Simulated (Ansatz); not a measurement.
Start from `[F][In]([F])[Br]` and change one atom or group to get `[F][InH][F]`.

Ansatz, PBE0-D4/def2-TZVP geometries, multiplicity 1. 

Elements past krypton have def2 core potentials. Scalar relativity is left out up to krypton.

```json
{"property": "HOMO–LUMO gap (B3LYP/def2-TZVPP) / eV", "`[F][In]([F])[Br]`": "5.53"}
{"property": "size of the dipole moment (PBE/def2-TZVPP) / D", "`[F][In]([F])[Br]`": "1.63"}
{"property": "HOMO energy (ωB97M-V/def2-TZVPP) / eV", "`[F][In]([F])[Br]`": "-11.56"}
{"property": "HOMO–LUMO gap (PBE/def2-TZVPP) / eV", "`[F][In]([F])[Br]`": "3.91"}
{"property": "LUMO energy (PBE/def2-TZVPP) / eV", "`[F][In]([F])[Br]`": "-4.07"}
{"property": "LUMO energy (PBE0/def2-TZVPP) / eV", "`[F][In]([F])[Br]`": "-3.18"}
```

(1) What does the change do to each property? (Best estimate.)

## Answers

(1) Ansatz gave: 
```
                                      property  `[F][InH][F]`  shift
         HOMO–LUMO gap (B3LYP/def2-TZVPP) / eV           7.48   1.95
size of the dipole moment (PBE/def2-TZVPP) / D           3.31   1.68
         HOMO energy (ωB97M-V/def2-TZVPP) / eV         -12.30  -0.74
           HOMO–LUMO gap (PBE/def2-TZVPP) / eV           5.44   1.53
             LUMO energy (PBE/def2-TZVPP) / eV          -2.79   1.28
            LUMO energy (PBE0/def2-TZVPP) / eV          -1.86   1.32
```

With PBE0 the HOMO falls by 0.62 eV and the LUMO rises by 1.32 eV, so the gap widens by about 1.94 eV. PBE moves the HOMO by -0.25 eV and ωB97M-V by -0.74 eV. Dipoles are sizes alone; their direction can turn.

B3LYP here is the variant with VWN-RPA as its local correlation; programs differ in this.

Spin–orbit coupling is left out; it splits and shifts lone-pair levels of the heavy atoms by tenths of an eV.
